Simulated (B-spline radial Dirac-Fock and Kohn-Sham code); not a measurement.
What relativity does to the binding energies of Tl⁵⁺

System: thallium as Tl⁵⁺, [Xe] 4f14 5d8.

Both columns are ΔSCF binding energies of the configuration average from a radial finite-basis atomic code: non-relativistic Hartree-Fock with a point nucleus, and Dirac-Fock with a finite nucleus and the Coulomb interaction alone, averaged over the two j levels with weights 2j+1.

```tsv
shell	Hartree-Fock (eV)	Dirac-Fock (eV)	shift (eV)	shift (%)
1s	77578.2	86074.7	+8496.46	+10.95
2s	13200.1	15489.6	+2289.52	+17.34
2p	12683.9	13457.9	+774.04	+6.10
3s	3224.6	3800.1	+575.55	+17.85
3p	2980.0	3198.3	+218.34	+7.33
4s	784.6	931.6	+147.00	+18.74
4p	676.8	729.6	+52.74	+7.79
4f	210.7	193.4	-17.22	-8.18
5s	184.4	213.4	+29.00	+15.73
5p	146.1	154.6	+8.47	+5.79
5d	84.32	82.41	-1.91	-2.27
```

Relativity binds 1s, 2s, 2p, 3s, 3p, 4s, 4p, 5s, 5p more strongly, among those listed most of all 4s in relative terms, and 4f, 5d more weakly, because the contracted s and p shells screen the nucleus better.

Values without a named source are computed, but for edge energies of neutral atoms, which are taken from tables.
